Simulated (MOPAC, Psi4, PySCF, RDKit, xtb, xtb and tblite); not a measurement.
Torsional profile of C7H8OS, SMILES C=Cc1ccc(OC)s1. Scanned: dihedral S9–C6–O7–C8; all other coordinates were relaxed at GFN2-xTB. Points at φ and −φ are mirror images.

Geometry of the scan point at 0° (Å):
```
17

C      2.8416     1.4752    -0.5632
C      2.5627     0.2683    -0.0781
C      1.2443    -0.2615     0.1221
C      0.9008    -1.4900     0.6156
C     -0.4856    -1.7151     0.6923
C     -1.2119    -0.6462     0.2522
O     -2.5538    -0.5860     0.2139
C     -3.1250     0.6046    -0.2740
S     -0.1893     0.6608    -0.2662
H      3.8540     1.8148    -0.6897
H      2.0591     2.1592    -0.8482
H      3.3610    -0.4071     0.2036
H      1.6321    -2.2186     0.9181
H     -0.9392    -2.6188     1.0533
H     -2.8181     0.7933    -1.3081
H     -2.8344     1.4618     0.3423
H     -4.2031     0.4653    -0.2282
```

Methods: GFN2-xTB (xtb and tblite); MMFF94 // GFN2-xTB (RDKit); B3LYP/def2-SVP // GFN2-xTB (Psi4); B3LYP-D3(BJ)/def2-SVP // GFN2-xTB (Psi4); PBE/def2-SVP // GFN2-xTB (Psi4); PBE-D3(BJ)/def2-SVP // GFN2-xTB (Psi4); UFF // GFN2-xTB (RDKit); PM7, restricted, heats of formation // GFN2-xTB (MOPAC); AM1, restricted, heats of formation // GFN2-xTB (MOPAC); GFN1-xTB // GFN2-xTB (xtb); RKS-B3LYP/6-31G* = restricted B3LYP/6-31G*, spherical d, density fitting // GFN2-xTB in PySCF; RKS-B3LYP/LANL2DZ = restricted B3LYP/LANL2DZ, with its core potentials past Ne // GFN2-xTB run with PySCF; RHF/3-21G = restricted Hartree-Fock/3-21G, density fitting // GFN2-xTB run with PySCF; RKS-LDA (SVWN5)/6-31G* = restricted LDA (SVWN5)/6-31G*, spherical d, density fitting // GFN2-xTB (PySCF).

Least-squares fit of E(φ) = a0 + Σ (a_n cos nφ + b_n sin nφ), n = 1 to 4, to the 18 scan points, in kJ/mol above the lowest point of each profile (levels whose profile four harmonics don't fit are not listed):

| method | a0 | a1 | b1 | a2 | b2 | a3 | b3 | a4 | b4 | rms of fit |
|---|---|---|---|---|---|---|---|---|---|---|
| GFN2-xTB | 9.15 | -3.73 | 0.00 | -5.95 | 0.00 | 0.81 | 0.00 | -0.28 | 0.00 | 0.05 |
| MMFF94 | 8.92 | 3.39 | 0.00 | -5.13 | 0.00 | 0.40 | 0.00 | -0.01 | 0.00 | 0.16 |
| B3LYP/def2-SVP | 6.58 | 0.23 | 0.00 | -4.35 | 0.00 | 1.30 | 0.00 | -0.76 | 0.00 | 0.09 |
| B3LYP-D3(BJ)/def2-SVP | 6.21 | -0.33 | 0.00 | -4.58 | 0.00 | 1.26 | 0.00 | -0.79 | 0.00 | 0.11 |
| PBE/def2-SVP | 6.40 | -1.05 | 0.00 | -5.61 | 0.00 | 1.24 | 0.00 | -0.67 | 0.00 | 0.08 |
| PBE-D3(BJ)/def2-SVP | 6.31 | -1.27 | 0.00 | -5.71 | 0.00 | 1.21 | 0.00 | -0.68 | 0.00 | 0.09 |
| UFF | 15.69 | -4.57 | 0.00 | -12.24 | 0.00 | -0.11 | 0.00 | 1.00 | 0.00 | 0.32 |
| PM7 | 9.18 | 5.56 | 0.00 | -2.33 | 0.00 | 1.00 | 0.00 | -0.18 | 0.00 | 0.15 |
| AM1 | 8.43 | 6.24 | 0.00 | -1.14 | 0.00 | 0.44 | 0.00 | -0.41 | 0.00 | 0.20 |
| GFN1-xTB | 8.82 | -3.85 | 0.00 | -4.99 | 0.00 | 0.37 | 0.00 | -0.28 | 0.00 | 0.06 |
| RKS-B3LYP/6-31G* | 6.22 | 0.98 | 0.00 | -3.30 | 0.00 | 1.32 | 0.00 | -0.65 | 0.00 | 0.11 |
| RKS-B3LYP/LANL2DZ | 6.73 | 1.85 | 0.00 | -2.57 | 0.00 | 1.83 | 0.00 | -0.47 | 0.00 | 0.07 |
| RHF/3-21G | 8.87 | 4.48 | 0.00 | -1.67 | 0.00 | 1.87 | 0.00 | -0.96 | 0.00 | 0.12 |
| RKS-LDA (SVWN5)/6-31G* | 7.52 | -1.41 | 0.00 | -6.82 | 0.00 | 1.19 | 0.00 | -0.65 | 0.00 | 0.10 |
